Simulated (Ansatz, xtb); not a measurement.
AlH7Sn2: which of two structures lies lower

Structure I is `[AlH2][SnH2][SnH3]`, a singlet and structure II is a singlet given by its coordinates. Both are isolated molecules in the gas phase, relaxed with PBE0-D3(BJ)/def2-SVP; the shapes shown needn't be the lowest conformers.

I (Å):

```yaml
atoms:
  - { symbol: Al, position_ang: [0.0477, -3.4978, -2.0403] }
  - { symbol: Sn, position_ang: [-0.4708, -1.7170, -0.1496] }
  - { symbol: Sn, position_ang: [0.6593, 0.7682, -0.7219] }
  - { symbol: H, position_ang: [1.3764, -4.3714, -1.9730] }
  - { symbol: H, position_ang: [-0.9366, -3.6546, -3.2812] }
  - { symbol: H, position_ang: [-2.1541, -1.4362, 0.0610] }
  - { symbol: H, position_ang: [0.1452, -2.1741, 1.3894] }
  - { symbol: H, position_ang: [0.1108, 1.3482, -2.2420] }
  - { symbol: H, position_ang: [2.3706, 0.6525, -0.7946] }
  - { symbol: H, position_ang: [0.2479, 1.9258, 0.4749] }
```

II (Å):

```yaml
atoms:
  - { symbol: Al, position_ang: [-0.3229, -3.1024, -1.5972] }
  - { symbol: Sn, position_ang: [1.0575, -0.5202, -1.6748] }
  - { symbol: Sn, position_ang: [-0.0764, 0.9069, 0.8787] }
  - { symbol: H, position_ang: [0.3952, -4.2634, -2.4121] }
  - { symbol: H, position_ang: [-1.5271, -3.2854, -0.5775] }
  - { symbol: H, position_ang: [-0.4738, -1.7120, -2.5572] }
  - { symbol: H, position_ang: [0.9818, -2.2424, -0.7672] }
  - { symbol: H, position_ang: [-0.6015, -0.0924, -0.7034] }
  - { symbol: H, position_ang: [1.4921, 0.0037, 0.4194] }
  - { symbol: H, position_ang: [0.4716, 2.1510, -0.2861] }
```

Close contacts (Å): Al1–Sn2 2.93, Sn2–Sn3 3.14, Al1–H4 1.59, Al1–H5 1.59, Al1–H6 1.70, Al1–H7 1.77, Sn2–H6 2.13, Sn2–H7 1.95, Sn2–H8 1.97, Sn2–H9 2.20, Sn3–H8 1.94, Sn3–H9 1.87, Sn3–H10 1.79.

Which of the two would you expect CCSD(T)/def2-SVP + ΔMP2/def2-TZVPP electronic energies to favour?

Too close to call at this level: CCSD(T)/def2-SVP + ΔMP2/def2-TZVPP gives E(II) − E(I) = +1.65 kcal/mol.

The same difference at several levels:

| level | geometry | E(II) − E(I) (kcal/mol) | departure from the last row (kcal/mol) | job, with rough time for the two |
| --- | --- | --- | --- | --- |
| PBE0-D3(BJ)/def2-SVP | PBE0-D3(BJ)/def2-SVP | +3.42 | +1.78 | optimisation, 89 s |
| HF/def2-SVP | PBE0-D3(BJ)/def2-SVP | +18.34 | +16.69 | part of the CCSD(T) run |
| MP2/def2-SVP | PBE0-D3(BJ)/def2-SVP | +11.86 | +10.22 | part of the CCSD(T) run |
| CCSD(T)/def2-SVP | PBE0-D3(BJ)/def2-SVP | +8.51 | +6.86 | single point |
| CCSD(T)/def2-SVP + ΔMP2/def2-TZVPP | PBE0-D3(BJ)/def2-SVP | +1.65 |  | single point, 43 s |

The largest departure from CCSD(T)/def2-SVP + ΔMP2/def2-TZVPP is that of HF/def2-SVP, 16.69 kcal/mol. Levels run at GFN2-xTB geometries aren't shown. The last row adds to CCSD(T) the change of the MP2 difference between the two basis sets, here −6.86 kcal/mol, a large step that makes the value less sure.

With harmonic frequencies from PBE0-D3(BJ)/def2-SVP (ideal gas, rigid rotor, one conformer each, 298.15 K, 1 atm): on the last row, ΔE + ΔZPE = +2.13 kcal/mol. A mode under 50 cm⁻¹ makes harmonic enthalpies and free energies unreliable, so none is given.

The correlated steps freeze 13 core orbitals; the filled d shell of Sn is correlated, in a basis made for valence electrons. Atoms past krypton carry core potentials in the def2 sets and no spin–orbit term is included. Programs: Ansatz 0.2.0; the last row on 2 threads of Arm Neoverse V1 on a shared host.
